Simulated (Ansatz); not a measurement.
Question: Name a neutral molecule of C, N, O, Sn and H with size of the dipole moment (PBE/def2-TZVPP) between 1.80 and 2.10 D and HOMO energy (B3LYP/def2-TZVPP) between -6.60 and -6.30 eV (Ansatz, PBE0-D4/def2-TZVP geometry).

Answer: `C=[N][SnH]([CH3])[OH]` (1.83 D, -6.46 eV). Other molecules can fit too; these were computed, each in one conformer that needn't be the lowest.

B3LYP here is the variant with VWN-RPA as its local correlation; programs differ in this.
